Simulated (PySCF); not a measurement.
**Electron correlation in Re (rhenium, neutral)**

[Xe] 4f14 5d6 6s1, high-spin 6D determinant (an excited configuration). Calculation: PySCF 2.14, in x2c-TZVPPall (11s7p7d3f1g, 97 functions); the spin-free X2C one-electron Hamiltonian (Gaussian nucleus). Frozen: [Xe] 4f14; 9 electrons correlated.

| level | correlation energy (mhartree) |
| --- | --- |
| CCSD | -143.48 |
| (T) | -5.72 |
| CCSD(T) | -149.20 |

Diagnostics: T1 = 0.0086, D1 = 0.0250, largest double amplitude 0.032.

Spin-orbit coupling, absent here, splits the open shell strongly.

Cost of the coupled-cluster step: about 5 core-seconds, for 9 correlated electrons.
